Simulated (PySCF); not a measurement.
CH₇NSi, SMILES C[SiH2]N. Geometry: PBE0-D3(BJ)/def2-SVP. One conformer was computed; it need not be the lowest.

Level of theory: PBE0-D3(BJ)/def2-SVP (PySCF).

Harmonic wavenumbers (cm⁻¹): 162, 180, 231, 367, 464, 658, 664, 746, 848, 891, 911, 924, 944, 1259, 1428, 1430, 1546, 2219, 2219, 3049, 3154, 3157, 3612, 3711. Rotational constants (GHz): 19.20, 5.925, 5.075; symmetry number 1.

**Question.** Work out the zero-point energy and the ideal-gas rigid-rotor harmonic-oscillator thermochemistry at 298.15 K and 1 atm.

**Answer.** ZPE = ½ Σ hcν = ½ × 34773 cm⁻¹ = 49.71 kcal/mol. H − E(el) = 53.95 kcal/mol. Entropy in cal/(mol K): translation 38.25, rotation 23.84, vibration 10.32, total 72.41. G − E(el) = 32.36 kcal/mol. Cp = 21.84 cal/(mol K).
